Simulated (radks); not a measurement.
Problem. The terbium ion Tb2+, 63 electrons, occupied as [Xe] 4f9. All-electron calculation, scalar-relativistic Kohn-Sham, PBE, spin-unpolarised, spherical densities, finite nucleus; Fermi nuclear charge, rms radius 5.06 fm. Program: a radial shooting solver on a logarithmic mesh with Libxc functionals. Some entries of the table are withheld. Estimate them.

orbital,occ.,eigenvalue (hartree),<1/r> (bohr^-1)
1s,2,-1906.030,73.09
2s,2,-316.3928,16.97
2p,6,(1),15.81
3s,2,-70.56587,6.237
3p,6,-59.71723,5.855
3d,10,-45.57696,5.555
4s,2,-14.38051,2.627
4p,6,-10.80907,(2)
4d,10,-5.90560,2.123
5s,2,-2.25680,0.9981
5p,6,-1.42192,(3)
4f,9,-0.61830,1.512
6s,0,-0.52660,0.3687
5d,0,-0.49932,0.5152
6p,0,-0.36953,0.3006

Solution. 
(1) 2p eigenvalue (hartree): -281.2242
(2) 4p <1/r> (bohr^-1): 2.411
(3) 5p <1/r> (bohr^-1): 0.8344
